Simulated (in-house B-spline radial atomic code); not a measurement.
Checks on a self-consistent run for Ho IX (Ho8+), [Kr] 4d10 4f10 5s2 8s1. Level of theory: Dirac-Hartree-Fock, average of configuration, Fermi nucleus of rms radius 5.2022 fm; calculated with a B-spline radial code for spherical atoms.

```tsv
orbital	q	ε (Eh)	<1/r>	<r²>	small-component weight
1s1/2	2	-2061.37833	76.0374	0.000588063	0.062739
2s1/2	2	-353.56687	18.2708	0.0090957	0.014001
2p1/2	2	-335.96754	18.2017	0.00659635	0.014008
2p3/2	4	-304.38925	15.8775	0.00781306	0.0129
3s1/2	2	-84.82377	6.69855	0.0598987	0.0045166
3p1/2	2	-77.12333	6.5996	0.0557108	0.0044416
3p3/2	4	-70.40434	6.01122	0.0624911	0.0041359
3d3/2	4	-57.41317	5.87876	0.0495018	0.0039953
3d5/2	6	-55.96187	5.73388	0.0513907	0.0039066
4s1/2	2	-21.70038	2.77335	0.303755	0.0014141
4p1/2	2	-18.57238	2.65885	0.319582	0.0013286
4p3/2	4	-17.05320	2.46961	0.354851	0.0012283
4d3/2	4	-11.90742	2.2556	0.398422	0.0010585
4d5/2	6	-11.62673	2.20597	0.412707	0.0010278
4f5/2	4.2857	-5.46692	1.77165	0.601097	0.00069625
4f7/2	5.7143	-5.42653	1.75316	0.612954	0.00068479
5s1/2	2	-6.49653	1.13358	1.54237	0.00034806
8s1/2	1	-1.25063	0.251117	32.8141	4.4375e-05
```

Electron-electron repulsion V_ee = 4374.3636 hartree.

Q: What total energy follows from the eigenvalues?

A: The eigenvalues count the repulsion twice, so E = Σqε - V_ee = -8225.148 - 4374.364 = -12599.512 hartree; the run printed -12599.512.

Q: Does the Dirac virial theorem hold?

A: For a point nucleus E = -2c²Σq·w, with w the small-component weight. Here Σq·w = 0.33542 and c = 137.0360, so the ratio E/(-2c²Σq·w) is 1.000164; the finite nucleus accounts for the departure from 1.

Q: What diamagnetic shielding (Lamb formula) and susceptibility (Langevin formula) do the radii give?

A: σ = (α²/3)Σq<1/r> = 460.219/(3·137.036²) = 8169.1 ppm, and χ = -0.79199×10⁻⁶·Σq<r²> = -39.41×10⁻⁶ cm³/mol with Σq<r²> = 49.765 bohr². Both are non-relativistic formulas without the paramagnetism of open shells; for so heavy an element the full relativistic shielding is larger by tens of per cent.
